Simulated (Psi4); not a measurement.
F$_{7}$Re (SMILES [F][Re]([F])([F])([F])([F])([F])[F]), singlet, at a GFN2-xTB geometry (such geometries of metal compounds can be far from the true shape) (core potentials on Re), atoms displaced at random by about 0.002 Å a coordinate; B3LYP/def2-SV(P) (Psi4 1.11).

Psi4 was given this input:
```
memory 2 GB

molecule {
0 1
Re   -0.00388545    0.00021798   -0.00250549
F     0.26764555    1.80350820   -0.29480256
F     0.04146537   -0.28651747   -1.74989195
F    -0.04190275    0.28552371    1.74732519
F    -1.65464879    0.80247456   -0.17577965
F     0.86056986   -1.60732604    0.28972463
F    -1.28925138   -1.31246114    0.18628921
F     1.81665489    0.31235514   -0.00657681
}

set {
  basis def2-sv(p)
}

energy('b3lyp')
print_variables()
```

**Question.** Predict the main parts of the log of this Psi4 run.

**Answer.** 
```
   => Loading Basis Set <=

    Name: DEF2-SV(P)
    Role: ORBITAL
    Keyword: BASIS

    !!!  WARNING: ECP capability is in beta. Please check occupations closely.  !!!

         ---------------------------------------------------------
                                   SCF
               by Justin Turney, Rob Parrish, Andy Simmonett
                          and Daniel G. A. Smith
                              RKS Reference
         ---------------------------------------------------------

  ==> Geometry <==

    Molecular point group: c1
    Full point group: C1

    Geometry (in Angstrom), charge = 0, multiplicity = 1:

       Center              X                  Y                   Z               Mass
    ------------   -----------------  -----------------  -----------------  -----------------
         RE          -0.001646669030     0.000235674454    -0.000821021058   186.955750100000
         F            0.269884330970     1.803525894454    -0.293118091058    18.998403162730
         F            0.043704150970    -0.286499775546    -1.748207481058    18.998403162730
         F           -0.039663969030     0.285541404454     1.749009658942    18.998403162730
         F           -1.652410009030     0.802492254454    -0.174095181058    18.998403162730
         F            0.862808640970    -1.607308345546     0.291409098942    18.998403162730
         F           -1.287012599030    -1.312443445546     0.187973678942    18.998403162730
         F            1.818893670970     0.312372834454    -0.004892341058    18.998403162730

  Running in c1 symmetry.

  Rotational constants: A =      0.05996  B =      0.05989  C =      0.05204 [cm^-1]
  Rotational constants: A =   1797.50173  B =   1795.58296  C =   1560.22318 [MHz]
  Nuclear repulsion =  613.357684250488091

  Charge       = 0
  Multiplicity = 1
  Electrons    = 78
  Nalpha       = 39
  Nbeta        = 39

  ==> Algorithm <==

  SCF Algorithm Type is DF.
  DIIS enabled.
  MOM disabled.
  Fractional occupation disabled.
  Guess Type is SAD.
  Energy threshold   = 1.00e-06
  Density threshold  = 1.00e-06
  Integral threshold = 1.00e-12

  ==> Primary Basis <==

  Basis Set: DEF2-SV(P)
    Blend: DEF2-SV(P)
    Number of shells: 53
    Number of basis functions: 123
    Number of Cartesian functions: 132
    Spherical Harmonics?: true
    Max angular momentum: 2

  Core potential: DEF2-SV(P)
    Number of shells: 4
    Number of ECP primitives: 10
    Number of ECP core electrons: 60
    Max angular momentum: 3

  ==> DFT Potential <==

   => LibXC <=

    Version 7.1.2
    S. Lehtola, C. Steigemann, M. J. T. Oliveira, and M. A. L. Marques,  SoftwareX 7, 1–5 (2018) (10.1016/j.softx.2017.11.002)

   => Composite Functional: B3LYP <=

    B3LYP Hyb-GGA Exchange-Correlation Functional

    P. J. Stephens, F. J. Devlin, C. F. Chabalowski, and M. J. Frisch,  J. Phys. Chem. 98, 11623 (1994) (10.1021/j100096a001)

    Deriv               =              1
    GGA                 =           TRUE
    Meta                =          FALSE

    Exchange Hybrid     =           TRUE
    MP2 Hybrid          =          FALSE

   => Exchange Functionals <=

    0.0800   Slater exchange
    0.7200         Becke 88

   => Exact (HF) Exchange <=

    0.2000               HF

   => Correlation Functionals <=

    0.1900   Vosko, Wilk & Nusair (VWN5_RPA)
    0.8100   Lee, Yang & Parr

   => LibXC Density Thresholds  <==

    XC_HYB_GGA_XC_B3LYP:  1.00E-15

   => Molecular Quadrature <=

    Radial Scheme          =       TREUTLER
    Pruning Scheme         =           NONE
    Nuclear Scheme         =       TREUTLER

    Blocking Scheme        =         OCTREE
    BS radius alpha        =              1
    Pruning alpha          =              1
    Radial Points          =             75
    Spherical Points       =            302
    Total Points           =         173191
    Total Blocks           =           1359
    Max Points             =            256
    Max Functions          =            118
    Weights Tolerance      =       1.00E-15

   => Loading Basis Set <=

    Name: (DEF2-SV(P) AUX)
    Role: JKFIT
    Keyword: DF_BASIS_SCF

  ==> Integral Setup <==

  SCF_SUBTYPE=INCORE selected. In-core MEM_DF algorithm will be used.
  Using in-core AOs.

  ==> MemDFJK: Density-Fitted J/K Matrices <==

    J tasked:                   Yes
    K tasked:                   Yes
    wK tasked:                   No
    Algorithm:                 Core
    Schwarz Cutoff:           1E-12
    Mask sparsity (%):       3.2388
    Fitting Condition:        1E-10

   => Auxiliary Basis Set <=

  Basis Set: (DEF2-SV(P) AUX)
    Blend: DEF2-UNIVERSAL-JKFIT
    Number of shells: 220
    Number of basis functions: 766
    Number of Cartesian functions: 992
    Spherical Harmonics?: true
    Max angular momentum: 6

  Minimum eigenvalue in the overlap matrix is 5.1259108074E-03.
  Reciprocal condition number of the overlap matrix is 1.2284024721E-03.
    Using symmetric orthogonalization.

  ==> Pre-Iterations <==

  SCF Guess: Superposition of Atomic Densities via on-the-fly atomic UHF (no occupation information).

   -------------------------
    Irrep   Nso     Nmo
   -------------------------
     A        123     123
   -------------------------
    Total     123     123
   -------------------------

  ==> Iterations <==

                           Total Energy        Delta E     RMS |[F,P]|

   @DF-RKS iter SAD:  -775.67519538840008   -7.75675e+02   0.00000e+00
   @DF-RKS iter   1:  -775.26688439452380    4.08311e-01   1.43664e-02 ADIIS/DIIS
   @DF-RKS iter   2:  -766.12436102439642    9.14252e+00   3.66902e-02 ADIIS/DIIS
   @DF-RKS iter   3:  -776.12424163872015   -9.99988e+00   9.72759e-03 ADIIS/DIIS
   @DF-RKS iter   4:  -776.51651675258495   -3.92275e-01   5.22172e-03 ADIIS/DIIS
   @DF-RKS iter   5:  -776.66155817527601   -1.45041e-01   2.56336e-04 ADIIS/DIIS
   @DF-RKS iter   6:  -776.66109250700788    4.65668e-04   3.99394e-04 ADIIS/DIIS
   @DF-RKS iter   7:  -776.66190767467333   -8.15168e-04   1.19676e-04 ADIIS/DIIS
   @DF-RKS iter   8:  -776.66198838408854   -8.07094e-05   2.46895e-05 DIIS
   @DF-RKS iter   9:  -776.66199021851833   -1.83443e-06   1.89920e-05 DIIS
   @DF-RKS iter  10:  -776.66199213456105   -1.91604e-06   2.08288e-06 DIIS
   @DF-RKS iter  11:  -776.66199216052109   -2.59600e-08   7.74958e-07 DIIS
  Energy and wave function converged.

  ==> Post-Iterations <==

   Electrons on quadrature grid:
      Ntotal   =   77.9998988657 ; deviation = -1.011e-04

    Orbital Energies [Eh]
    ---------------------

    Doubly Occupied:

[...]
    Virtual:

[...]
    Final Occupation by Irrep:
              A
    DOCC [    39 ]
    NA   [    39 ]
    NB   [    39 ]

  @DF-RKS Final Energy:  -776.66199216052109

   => Energetics <=

    Nuclear Repulsion Energy =            613.3576842504880915
    One-Electron Energy =               -2326.8063592798612262
    Two-Electron Energy =                1002.9284331439073412
    DFT Exchange-Correlation Energy =     -66.1417502750552870
    Empirical Dispersion Energy =           0.0000000000000000
    VV10 Nonlocal Energy =                  0.0000000000000000
    Total Energy =                       -776.6619921605210948

Computation Completed

Properties will be evaluated at   0.000000,   0.000000,   0.000000 [a0]

Properties computed using the SCF density matrix

 Multipole Moments:

 ------------------------------------------------------------------------------------
     Multipole            Electronic (a.u.)      Nuclear  (a.u.)        Total (a.u.)
 ------------------------------------------------------------------------------------

 L = 1.  Multiply by 2.5417464519 to convert [e a0] to [Debye]
 Dipole X            :         -0.2447938            0.2289175           -0.0158764
 Dipole Y            :          0.0374918           -0.0327631            0.0047287
 Dipole Z            :         -0.1262103            0.1141371           -0.0120732
 Magnitude           :                                                    0.0204983

 ------------------------------------------------------------------------------------

  Variable Map:
  ----------------------------------------------------------------------------
[...]
  Array Variable Map:
  ----------------------------------------------------------------------------
[...]
[...]
```
